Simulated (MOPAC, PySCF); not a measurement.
C3H5NO, SMILES `C=CC(=O)N` (C–C–C–O torsion 0°, O–C–N–H torsion 0°), neutral singlet in the gas phase. 

Cartesian coordinates (Å):
```xyz
10

C      1.4795    -0.7495     0.8449
C      0.2133    -0.5617     0.4980
C     -0.1907     0.6198    -0.3206
N     -1.5242     0.6825    -0.6014
O      0.5952     1.4635    -0.7114
H      1.7881    -1.6001     1.4376
H      2.2346    -0.0386     0.5330
H     -0.5579    -1.2622     0.8011
H     -1.8630     1.4555    -1.1484
H     -2.1750    -0.0091    -0.2769
```
Charge 0, spin multiplicity 1.

All levels are single points at this geometry (B3LYP-D3(BJ)/def2-TZVP); Pople sets use spherical d functions. Orbital energies aren't observables, and empty levels follow the basis.

BP86/6-31G* in PySCF gives HOMO (eV) = -5.46.

Question: Estimate the HOMO (eV) from each of these levels: PBE-D3(BJ)/def2-TZVP in PySCF; TPSSh-D3(BJ)/def2-TZVP in PySCF; M06-2X/6-31G* in PySCF; PBE/6-31G* in PySCF; SVWN5/6-31G* in PySCF; HF/3-21G in PySCF; AM1 in MOPAC; PM7 in MOPAC.

Answer: 
| level | HOMO (eV) |
|---|---|
| PBE-D3(BJ)/def2-TZVP in PySCF | -5.80 |
| TPSSh-D3(BJ)/def2-TZVP in PySCF | -6.53 |
| M06-2X/6-31G* in PySCF | -8.78 |
| PBE/6-31G* in PySCF | -5.34 |
| SVWN5/6-31G* in PySCF | -5.49 |
| HF/3-21G in PySCF | -10.47 |
| AM1 in MOPAC | -10.56 |
| PM7 in MOPAC | -10.39 |
